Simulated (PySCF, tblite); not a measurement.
Isomers of C4H6F2O2Si, one GFN2-xTB conformer each. Single-point energies are computed at PBE0/pcSseg-1 (PySCF, gas phase, no added dispersion term), electronic only.

```tsv
SMILES	GFN2-xTB relative energy (kJ/mol)
COC1=C[C@@H](F)[Si@@H](F)O1	5.9
O=C/C(=C\O[SiH3])C(F)F	174.1
O=C[C@@]1(F)CO[SiH2][C@@H]1F	175.7
O=C(O)[C@@H]([SiH3])/C(F)=C\F	269.0
O=CO[C@@]1(F)[SiH2]C[C@H]1F	269.5
O=C[C@@H]1OC[C@H](F)[Si@@H]1F	184.0
O=C[C@@H]1OC[C@@H](F)[Si@@H]1F	174.9
COC1=C[C@@H](F)[Si@H](F)O1	0.0
O=C[C@@H]1OC[C@@H](F)[Si@H]1F	180.2
O=CO[C@@]1(F)[SiH2]C[C@@H]1F	275.8
```

Conformers: `[CH3:1][O:2][C:3]1=[CH:4][C@@H:5]([F:6])[Si@@H:7]([F:8])[O:9]1` with C1–O2–C3–C4 -178°; `[O:1]=[CH:2]/[C:3](=[CH:4]\[O:5][SiH3:6])[CH:7]([F:8])[F:9]` with O1–C2–C3–C4 0°, C3–C4–O5–Si6 -1°, C2–C3–C7–F8 -124°; `[O:1]=[CH:2][C@@:3]1([F:4])[CH2:5][O:6][SiH2:7][C@@H:8]1[F:9]` with O1–C2–C3–F4 164°, C2–C3–C5–O6 75°, C3–C5–O6–Si7 24°, C5–O6–Si7–C8 -1°, O6–Si7–C8–F9 93°; `[O:1]=[C:2]([OH:3])[C@@H:4]([SiH3:5])/[C:6]([F:7])=[CH:8]\[F:9]` with O1–C2–O3–H 0°, O1–C2–C4–Si5 77°, C2–C4–C6–F7 93°; `[O:1]=[CH:2][O:3][C@@:4]1([F:5])[SiH2:6][CH2:7][C@H:8]1[F:9]` with O1–C2–O3–C4 -3°, C2–O3–C4–F5 -103°, O3–C4–Si6–C7 140°, C4–Si6–C7–C8 -17°, Si6–C7–C8–F9 -93°, O3–C4–C8–C7 -146°; `[O:1]=[CH:2][C@@H:3]1[O:4][CH2:5][C@H:6]([F:7])[Si@@H:8]1[F:9]` with O1–C2–C3–O4 -165°, C2–C3–O4–C5 -163°, C3–O4–C5–C6 49°, O4–C5–C6–F7 92°, C5–C6–Si8–F9 115°; `[O:1]=[CH:2][C@@H:3]1[O:4][CH2:5][C@@H:6]([F:7])[Si@@H:8]1[F:9]` with O1–C2–C3–O4 -164°, C2–C3–O4–C5 -164°, C3–O4–C5–C6 51°, O4–C5–C6–F7 -150°, C5–C6–Si8–F9 115°; `[CH3:1][O:2][C:3]1=[CH:4][C@@H:5]([F:6])[Si@H:7]([F:8])[O:9]1` with C1–O2–C3–C4 177°; `[O:1]=[CH:2][C@@H:3]1[O:4][CH2:5][C@@H:6]([F:7])[Si@H:8]1[F:9]` with O1–C2–C3–O4 -169°, C2–C3–O4–C5 -160°, C3–O4–C5–C6 51°, O4–C5–C6–F7 -157°, C5–C6–Si8–F9 -100°; `[O:1]=[CH:2][O:3][C@@:4]1([F:5])[SiH2:6][CH2:7][C@@H:8]1[F:9]` with O1–C2–O3–C4 -5°, C2–O3–C4–F5 -98°, O3–C4–Si6–C7 138°, C4–Si6–C7–C8 -17°, Si6–C7–C8–F9 143°, O3–C4–C8–C7 -144°.

Q: What does PBE0/pcSseg-1 give for the same structures?

A: 
| SMILES | PBE0/pcSseg-1 E (Eh) | PBE0/pcSseg-1 (kJ/mol) | GFN2-xTB (kJ/mol) | point group |
| --- | --- | --- | --- | --- |
| COC1=C[C@@H](F)[Si@H](F)O1 | -795.01052 | 0.0 | 0.0 | C1 |
| COC1=C[C@@H](F)[Si@@H](F)O1 | -795.00832 | 5.8 | 5.9 | C1 |
| O=C[C@@H]1OC[C@@H](F)[Si@@H]1F | -794.97049 | 105.1 | 174.9 | C1 |
| O=C[C@@H]1OC[C@H](F)[Si@@H]1F | -794.97001 | 106.4 | 184.0 | C1 |
| O=C[C@@H]1OC[C@@H](F)[Si@H]1F | -794.96940 | 108.0 | 180.2 | C1 |
| O=C[C@@]1(F)CO[SiH2][C@@H]1F | -794.94247 | 178.7 | 175.7 | C1 |
| O=C/C(=C\O[SiH3])C(F)F | -794.94013 | 184.8 | 174.1 | – |
| O=C(O)[C@@H]([SiH3])/C(F)=C\F | -794.92563 | 222.9 | 269.0 | C1 |
| O=CO[C@@]1(F)[SiH2]C[C@@H]1F | -794.92166 | 233.3 | 275.8 | C1 |
| O=CO[C@@]1(F)[SiH2]C[C@H]1F | -794.92148 | 233.8 | 269.5 | C1 |

Both levels put the same isomer lowest; measured from each level's own lowest isomer, the values differ by up to 77.6 kJ/mol (O=C[C@@H]1OC[C@H](F)[Si@@H]1F: 184.0 against 106.4). As drawn, the lowest has an Si–O bond, an Si–F bond and a C=C bond outside aromatic rings, which the highest lacks; the highest has a four-membered ring, a C=O bond and a C(=O)–O unit, which the lowest lacks. Neighbours about 10 kJ/mol apart or less (COC1=C[C@@H](F)[Si@H](F)O1 and COC1=C[C@@H](F)[Si@@H](F)O1; O=C[C@@H]1OC[C@@H](F)[Si@@H]1F and O=C[C@@H]1OC[C@H](F)[Si@@H]1F; O=C[C@@H]1OC[C@H](F)[Si@@H]1F and O=C[C@@H]1OC[C@@H](F)[Si@H]1F; O=C[C@@]1(F)CO[SiH2][C@@H]1F and O=C/C(=C\O[SiH3])C(F)F; others) can change places with a better method, another conformer or zero-point energy. COC1=C[C@@H](F)[Si@H](F)O1 and COC1=C[C@@H](F)[Si@@H](F)O1 are stereoisomers, 5.8 kJ/mol apart in the conformers taken. O=C[C@@H]1OC[C@@H](F)[Si@@H]1F and O=C[C@@H]1OC[C@H](F)[Si@@H]1F are stereoisomers, 1.3 kJ/mol apart in the conformers taken. O=CO[C@@]1(F)[SiH2]C[C@@H]1F and O=CO[C@@]1(F)[SiH2]C[C@H]1F are stereoisomers, 0.5 kJ/mol apart in the conformers taken.

Q: Which frontier levels, dipoles and rotational constants go with these structures?

A: 
```tsv
SMILES	HOMO (eV, PBE0/pcSseg-1)	LUMO (eV)	dipole (D)	A, B, C (MHz)
COC1=C[C@@H](F)[Si@H](F)O1	-6.60	0.11	2.23	2019, 1081, 776.0
COC1=C[C@@H](F)[Si@@H](F)O1	-6.61	-0.14	3.22	2231, 1047, 789.9
O=C[C@@H]1OC[C@@H](F)[Si@@H]1F	-7.69	-1.11	2.46	2251, 1025, 804.9
O=C[C@@H]1OC[C@H](F)[Si@@H]1F	-7.66	-1.13	4.10	2186, 1112, 851.9
O=C[C@@H]1OC[C@@H](F)[Si@H]1F	-7.76	-1.11	2.73	2211, 1046, 777.5
O=C[C@@]1(F)CO[SiH2][C@@H]1F	-8.00	-1.59	0.75	1728, 1534, 1170
O=C/C(=C\O[SiH3])C(F)F	-7.80	-2.30	0.77	2826, 759.5, 674.6
O=C(O)[C@@H]([SiH3])/C(F)=C\F	-7.28	-0.20	1.46	1533, 1200, 957.9
O=CO[C@@]1(F)[SiH2]C[C@@H]1F	-7.93	-0.67	2.43	2205, 1239, 970.4
O=CO[C@@]1(F)[SiH2]C[C@H]1F	-7.96	-0.61	0.28	1929, 1296, 1167
```

Q: What happens when harmonic zero-point energies from GFN2-xTB frequencies are added?

A: 
| SMILES | ZPE (kJ/mol) | electronic (kJ/mol) | with ZPE (kJ/mol) |
| --- | --- | --- | --- |
| COC1=C[C@@H](F)[Si@H](F)O1 | 256.7 | 0.0 | 0.0 |
| COC1=C[C@@H](F)[Si@@H](F)O1 | 257.1 | 5.8 | 6.2 |
| O=C[C@@H]1OC[C@@H](F)[Si@@H]1F | 254.7 | 105.1 | 103.1 |
| O=C[C@@H]1OC[C@H](F)[Si@@H]1F | 254.9 | 106.4 | 104.6 |
| O=C[C@@H]1OC[C@@H](F)[Si@H]1F | 254.5 | 108.0 | 105.8 |
| O=C[C@@]1(F)CO[SiH2][C@@H]1F | 250.5 | 178.7 | 172.5 |
| O=C/C(=C\O[SiH3])C(F)F | 239.3 | 184.8 | 167.4 |
| O=C(O)[C@@H]([SiH3])/C(F)=C\F | 239.1 | 222.9 | 205.3 |
| O=CO[C@@]1(F)[SiH2]C[C@@H]1F | 250.0 | 233.3 | 226.7 |
| O=CO[C@@]1(F)[SiH2]C[C@H]1F | 249.9 | 233.8 | 227.0 |

The zero-point energies span 18.0 kJ/mol. The lowest isomer stays, but the order above it changes.

Q: As an exercise, what shares would exp(−E/RT) give at 2000 K from these electronic energies alone (no entropy, no degeneracies)?

A: RT = 16.629 kJ/mol: COC1=C[C@@H](F)[Si@H](F)O1 58.4 %, COC1=C[C@@H](F)[Si@@H](F)O1 41.3 %, O=C[C@@H]1OC[C@@H](F)[Si@@H]1F 0.1 %, O=C[C@@H]1OC[C@H](F)[Si@@H]1F 0.1 %, O=C[C@@H]1OC[C@@H](F)[Si@H]1F 0.1 %, O=C[C@@]1(F)CO[SiH2][C@@H]1F under 0.1 %, O=C/C(=C\O[SiH3])C(F)F under 0.1 %, O=C(O)[C@@H]([SiH3])/C(F)=C\F under 0.1 %, O=CO[C@@]1(F)[SiH2]C[C@@H]1F under 0.1 %, O=CO[C@@]1(F)[SiH2]C[C@H]1F under 0.1 %.
